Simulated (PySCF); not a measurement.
C7H7O (doublet state).
SMILES with atom numbers: `[CH:1]#[C:2]/[C:3](=[CH:4]\[C:5]=[CH2:6])[O:7][CH3:8]` (hydrogens: H9 on C1; H10 on C4; H11, H12 on C6; H13, H14, H15 on C8)

Geometry (GFN2-xTB, Å), atoms numbered from 1 in this order:
```xyz
15
C7H7O angstrom
C     -0.0984    2.1801    0.5036
C     -0.2141    1.0122    0.2074
C     -0.3724   -0.3230   -0.1340
C      0.7139   -1.2264   -0.1677
C      1.9731   -0.9167    0.1056
C      3.2041   -0.6315    0.3646
O     -1.5978   -0.8450   -0.4583
C     -2.6852    0.0405   -0.4336
H      0.0313    3.1869    0.7651
H      0.4669   -2.2448   -0.4417
H      3.6165   -0.7051    1.3617
H      3.8936   -0.3024   -0.4010
H     -3.5594   -0.5439   -0.7160
H     -2.8310    0.4643    0.5660
H     -2.5456    0.8627   -1.1438
```

The hyperfine couplings belong to this conformer and change with its torsions.

Computed with UKS B3LYP, pcH-1 on C H O, non-relativistic, mean-field spin-orbit, GIAO (PySCF 2.14.0). One conformer (not necessarily the lowest) at the GFN2-xTB geometry, without solvent, vibrations or thermal averaging. A GFN2-xTB geometry isn't a minimum of the functional, and hyperfine couplings can be far from their values at a DFT geometry. No stability test was run, so a lower SCF solution isn't excluded. ⟨S²⟩ is 0.774 where a pure state has 0.75.

The largest Mulliken spin populations are on C3 (+0.52), C5 (+0.40), C1 (+0.37) and C4 (-0.20). Three atoms exceed +0.15. The angles at C3 add up to 360.0°, so it is planar.

McConnell's relation a(H) = Q·ρ ties the coupling of a proton on a planar π carbon to the spin population of that carbon. What Q do the computed values give?

| H | C | ρ(C) | a(H) (G) | a/ρ (G) |
| --- | --- | --- | --- | --- |
| H10 | C4 | -0.196 | +4.34 | -22.1 |

One proton gives one ratio, Q = -22.1 G, and no test of linearity. Where ρ is negative the coupling is positive.

Couplings in gauss use g_iso = 2.0029.

The SMILES draws the unpaired electron on C5; the largest computed Mulliken spin population is on C3 (0.52 against 0.40).
